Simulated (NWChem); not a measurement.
Excited singlets of F$_{2}$Si by symmetry

```xyz
3

Si     0.0000     0.0000    -0.5881
F     -1.2465     0.0000     0.4574
F      1.2465     0.0000     0.4574
```
Charge 0, spin multiplicity 1.

All runs are NWChem calculations. Structure: optimised with PBE0/def2-SVP, a minimum by its harmonic frequencies.

Basis set: def2-SVPD. Symmetry labels belong to the abelian group C2v used in the runs, with the axes of the coordinates shown. Entries are the lowest vertical excitation energy of each symmetry in eV (for CIS and TDDFT among the lowest few roots); a state of one symmetry need not have the same character in every method. Symmetries that some method's roots don't reach, or where a double excitation leads the EOM-CCSD root, are left out.

The correlated methods keep 7 core orbitals frozen. B3LYP has NWChem's definition, with VWN1-RPA local correlation. The structure started from a generated list of species. Coupled-cluster values serve here as a point of comparison, not as the truth.

| method | b2 | b1 | a1 | a2 |
|---|---|---|---|---|
| CIS | 6.12 | 8.47 | 9.04 | 11.02 |
| TD-PBE | 5.37 | 7.54 | 7.91 | 6.89 |
| TD-B3LYP | 5.54 | 7.88 | 8.22 | 7.71 |
| TDA-CAM-B3LYP | 5.91 | 8.15 | 8.49 | 8.17 |
| EOM-CCSD | 5.75 | 8.26 | 8.60 | 8.94 |
